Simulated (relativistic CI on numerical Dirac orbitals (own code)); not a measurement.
**Level scheme of Os4+**

Method of calculation: Dirac-Coulomb-Breit CI, separate exchange-only KLI orbitals for each configuration, model QED (radiative potential, 1s self-energy scaled to tabulated hydrogen-like ionisation energies), valence Slater integrals scaled by 0.85, P86 correlation energy added to each configuration (own radial code, finite nucleus).

CI space (outside the closed core [Kr] 4d10 4f14): 5s²5p⁶5d⁴, 5s²5p⁶5d³6s, 5s²5p⁶5d³6p, 5s²5p⁶5d³5f, 5s²5p⁶5d³5g, 5s²5p⁶5d²6s6p, 5s²5p⁶5d³7s, 5s²5p⁶5d³6d, 5s²5p⁵5d⁵, 5s²5p⁶5d³7p, 5s²5p⁶5d³7d, 5s²5p⁶5d³8s, 5s²5p⁶5d³6f, 5s²5p⁶5d³8p, 5s²5p⁶5d²5f6s, 5s²5p⁶5d³8d, 5s²5p⁵5d⁴5f, 5s²5p⁶5d²6p6d, 5s²5p⁵5d⁴5g, 5s5p⁶5d⁵, 5s²5p⁶5d²5f5g, 5s²5p⁶5d²6s², 5s²5p⁶5d6s²6p, 5s²5p⁶5d5f6s², 5s²5p⁶5d5g6s², 5s²5p⁶5d6s²7s, 5s²5p⁶5d6s²6d, 5s²5p⁶5d²5f², 5s²5p⁶5d5f²6s, 5s²5p⁶5d5f²6p, 5s²5p⁶5d5f³, 5s²5p⁶5d5f²5g, 5s²5p⁶5d5f²7s, 5s²5p⁶5d5f²6d. Double excitations out of closed p, d and f shells are left out; levels of such configurations are missing from the list, as are those of other unlisted configurations, and high levels can miss mixing partners. These lack a partner that the ground configuration has and come out too high: 5s²5p⁶5d³7p, 5s²5p⁶5d³7d, 5s²5p⁶5d³8s, 5s²5p⁶5d³6f, 5s²5p⁶5d³8p.

The lowest level is 5s²5p⁶5d⁴ ⁵D0, with 67 % of that term; Hund's rules for 5s²5p⁶5d⁴ give ⁵D with J = 0, in agreement.

```tsv
No.	Configuration	Term	J	E (cm⁻¹)	%	Landé g	Lifetime (s)
1	5s²5p⁶5d⁴	⁵D	0	0.0	67		
2	5s²5p⁶5d⁴	⁵D	1	3693.4	85	1.499	4.76e-01
3	5s²5p⁶5d⁴	⁵D	2	7107.4	92	1.478	5.16e-01
4	5s²5p⁶5d⁴	⁵D	3	9891.2	88	1.460	1.12e+00
5	5s²5p⁶5d⁴	⁵D	4	11917.9	72	1.411	5.32e+00
6	5s²5p⁶5d⁴	³P	0	17590.9	54		1.79e-02
7	5s²5p⁶5d⁴	³H	4	19405.6	58	0.959	1.49e-01
8	5s²5p⁶5d⁴	³G	3	23080.5	62	0.898	6.18e-02
9	5s²5p⁶5d⁴	³F	2	23772.9	70	0.795	4.52e-02
10	5s²5p⁶5d⁴	³P	1	23799.7	77	1.399	2.64e-02
11	5s²5p⁶5d⁴	³H	5	24102.1	77	1.071	2.71e-01
12	5s²5p⁶5d⁴	³H	6	26304.8	75	1.126	7.03e+00
13	5s²5p⁶5d⁴	³G	4	28461.9	50	1.050	6.60e-02
14	5s²5p⁶5d⁴	³P	2	29351.0	51	1.307	1.16e-01
15	5s²5p⁶5d⁴	³F	4	30337.4	37	1.127	4.13e-02
16	5s²5p⁶5d⁴	³F	3	31190.6	56	1.105	6.44e-02
17	5s²5p⁶5d⁴	³D	3	33317.7	52	1.160	2.51e-02
18	5s²5p⁶5d⁴	³G	5	35173.7	77	1.162	6.58e-02
19	5s²5p⁶5d⁴	¹D	2	35243.6	30	1.136	2.32e-02
20	5s²5p⁶5d⁴	³D	1	37133.8	87	0.616	1.84e-02
21	5s²5p⁶5d⁴	¹I	6	37357.5	75	1.040	5.64e-02
22	5s²5p⁶5d⁴	¹G	4	42124.2	49	1.073	3.05e-02
23	5s²5p⁶5d⁴	¹S	0	42668.4	76		1.65e-02
24	5s²5p⁶5d⁴	³P	2	42971.6	29	1.137	2.36e-02
25	5s²5p⁶5d⁴	¹F	3	45348.4	65	1.053	2.94e-02
26	5s²5p⁶5d⁴	³P	2	49413.8	72	1.322	2.43e-02
27	5s²5p⁶5d⁴	³F	4	52477.1	69	1.180	1.23e-02
28	5s²5p⁶5d⁴	³F	2	53897.9	66	0.824	1.65e-02
29	5s²5p⁶5d⁴	³F	3	54778.6	80	1.073	2.75e-02
30	5s²5p⁶5d⁴	³P	1	55216.4	96	1.487	1.62e-02
31	5s²5p⁶5d⁴	³P	0	58116.9	85		2.23e-02
32	5s²5p⁶5d⁴	¹G	4	58652.8	76	1.049	1.68e-02
33	5s²5p⁶5d⁴	¹D	2	72468.4	92	1.000	9.24e-03
34	5s²5p⁶5d³6s	⁵F	1	79646.7	89	0.056	9.73e-04
35	5s²5p⁶5d³6s	⁵F	2	82128.6	88	1.010	8.46e-04
36	5s²5p⁶5d³6s	⁵F	3	86132.3	94	1.245	7.93e-04
37	5s²5p⁶5d³6s	⁵F	4	90175.9	91	1.327	7.26e-04
38	5s²5p⁶5d⁴	¹S	0	92217.3	93		4.82e-03
39	5s²5p⁶5d³6s	⁵F	5	93708.4	79	1.353	6.54e-04
40	5s²5p⁶5d³6s	⁵P	2	94402.1	46	1.472	4.28e-04
41	5s²5p⁶5d³6s	⁵P	1	95667.7	77	2.240	4.65e-04
42	5s²5p⁶5d³6s	³F	2	98198.7	68	0.958	3.27e-04
43	5s²5p⁶5d³6s	³G	3	100908.1	49	0.964	4.26e-04
44	5s²5p⁶5d³6s	³H	4	102317.2	41	0.976	5.04e-04
45	5s²5p⁶5d³6s	⁵P	3	102517.9	87	1.580	3.93e-04
```

Energies count from the lowest computed level; lifetimes are radiative, by E1, M1, E2 decay to levels of this space only.

The mean weight of the leading LS term, summed over parents, in these 45 levels is 70 %, and that of the leading jj configuration (from the same eigenvectors) 65 %.

At this charge configurations can still be misplaced by up to about 7 % of their energy. Levels and lines within the n = 5 or 6 shells can be off by up to 10 % or somewhat more, and those that change n by about 2 %, since core polarisation is missing. 31 of the 56 excited levels that our extract of the measured tables holds in this range could be paired (the sources list more); they are missed by 4550 cm⁻¹ on average and 8960 at most, and levels without a partner can miss by more. Some levels of the ground configuration have no partner and can miss by 10 % or more.

LS names give the leading component of a level, which can be under half, so a name can repeat, a term be missing and a line seem to break the LS rules.
